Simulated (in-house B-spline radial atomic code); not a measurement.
RPA and G0W0 for Ne7+, [He] 2s1, highest spin, as one setting changes: the highest l of the empty states. Start: Hartree-Fock. A dash marks a level of low quasi-particle weight. Computed with a B-spline radial code for spherical atoms: all electrons, non-relativistic, point nucleus, each spin shell either full or empty, empty states to the listed l with an (l + 1/2)⁻⁴ tail; G0W0 by contour deformation at full frequency.

```
highest l of the empty states  RPA summed (Eh)  RPA extrapolated (Eh)  G0W0 level (eV)
                            2         -0.12266               -0.12777    2s up -240.33
                            3         -0.12576               -0.12811    2s up -240.34
                            4         -0.12693               -0.12819    2s up -240.34
                            5         -0.12747               -0.12821    2s up -240.34
                            6         -0.12774               -0.12821    2s up -240.34
                            7                ?                      ?                ?
                            8         -0.12799               -0.12821    2s up -240.34
                            9                ?                      ?                ?
                           10         -0.12808               -0.12818    2s up -240.34
                           11          -0.1281               -0.12818    2s up -240.34
```

**Question.** What belongs in the row for 7?

**Answer.** RPA summed (Eh): -0.1279; RPA extrapolated (Eh): -0.12821; G0W0 level (eV): 2s up -240.34.

**Question.** What belongs in the row for 9?

**Answer.** RPA summed (Eh): -0.12804; RPA extrapolated (Eh): -0.1282; G0W0 level (eV): 2s up -240.34.
